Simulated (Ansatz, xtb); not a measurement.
# C2H8GaSi: where a starting geometry ends

The starting geometry of this gas-phase doublet was built from a drawn formula by distance geometry; its bonds are those of `[CH2][C@H]([SiH3])[GaH2]`.

```xyz
12

C    -0.4690    0.7704   -0.8577
C    -1.0340   -0.2233    0.1159
Ga   -0.5397   -2.1496   -0.0318
Si   -0.7301    0.2254    1.8502
H    -0.0140    1.6830   -0.3061
H    -1.2266    1.0240   -1.5865
H    -2.0737   -0.3431   -0.1446
H    -1.0905    1.6397    2.1465
H     0.7332    0.0898    2.1134
H    -1.3606   -0.7168    2.8434
H    -0.8513   -2.8519    1.1732
H     0.2111   -3.1521   -0.8849
```

Question: Predict what becomes of its bonds when it is optimised with r2SCAN-D4/def2-SVP.

Answer: A new bond forms, giving a structure given below by its coordinates. Contacts that close: C1–Ga3 (3.04 → 2.15 Å).

The energy falls by 1.48 eV over 25 steps:

```json
{"step": "1", "E − E(last) (eV)": "1.477"}
{"step": "4", "E − E(last) (eV)": "0.517"}
{"step": "6", "E − E(last) (eV)": "0.441"}
{"step": "9", "E − E(last) (eV)": "0.420"}
{"step": "12", "E − E(last) (eV)": "0.402"}
{"step": "14", "E − E(last) (eV)": "0.370"}
{"step": "17", "E − E(last) (eV)": "0.181"}
{"step": "20", "E − E(last) (eV)": "0.009"}
{"step": "22", "E − E(last) (eV)": "0.001"}
{"step": "25", "E − E(last) (eV)": "0.000"}
```

Final geometry (Å):

```csv
atom,x (Å),y (Å),z (Å)
C,-0.7848,0.1532,-0.8131
C,-1.3628,-0.0811,0.4795
Ga,-0.4654,-1.8988,-0.2502
Si,-0.5695,0.4565,2.0850
H,0.2055,0.6163,-0.8986
H,-1.4187,0.2041,-1.7053
H,-2.4428,-0.2877,0.4923
H,-1.0048,1.8426,2.4587
H,0.9146,0.4636,1.9178
H,-0.9521,-0.4621,3.1980
H,-1.5293,-2.8663,-0.8310
H,0.9647,-2.1447,0.2977
```

From the same start GFN2-xTB ends elsewhere, in pieces: C2H6Si + GaH2.

The end wasn't checked by frequencies. Open shells are spin-unrestricted. Run with Ansatz 0.2.0, 3.5 min on 2 threads of Intel(R) Xeon(R) Platinum 8488C (Sapphire Rapids) (shared host).
